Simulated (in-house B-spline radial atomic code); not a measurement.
A run on an ion of nuclear charge 27 with 27.8 electrons that did not converge. Method: scalar-relativistic (X2C) LDA exchange-only, spin-polarised, spherical fractional occupations, Fermi nucleus of rms radius 3.7875 fm; computed with an all-electron radial atomic-structure program (B-spline basis).

Command:
```bash
python run_scf.py task.json out
```
Settings (nuclear radius in fm, mass in u):
```
Z                27
configuration    [Ar] 3d7.8 4s2
hamiltonian      x2c
method           lda,
spin_polarised   True
nucleus          fermi
rms_radius       3.7875
atomic_mass      58.93319
speed_of_light   137.035999084
```

First and last ten iterations of the last attempt (damped for 15 steps, keeping 80 % of the old Fock matrix, then DIIS):
```
 iter        energy (Eh)    residual
    1       -1386.543516    2.55e-01
    2       -1383.508383    3.85e-01
    3       -1386.796772    2.00e-01
    4       -1388.057279    8.20e-02
    5       -1385.076484    1.25e-01
    6       -1387.669095    1.12e-01
    7       -1388.222588    3.75e-02
    8       -1388.332288    1.30e-02
    9       -1388.345275    6.59e-03
   10       -1385.827637    1.36e-01
  111       -1385.900124    1.28e-01
  112       -1385.907474    1.27e-01
  113       -1385.892584    1.28e-01
  114       -1385.893622    1.28e-01
  115       -1385.918265    1.27e-01
  116       -1385.904132    1.28e-01
  117       -1388.335256    1.26e-02
  118       -1385.908715    1.30e-01
  119       -1385.834372    1.32e-01
  120       -1388.331317    1.44e-02
 not converged after 120 iterations
```

The smallest residual met was 6.6e-03; the threshold is about 3e-07. No energy from this run should be used. The likely cause: this method binds the added charge weakly or not at all at the basis-set limit, so charge moves back and forth between the atom and the box. Cost of the run: 1.9 s on 1 thread of Arm Neoverse V2, with other jobs on the host.
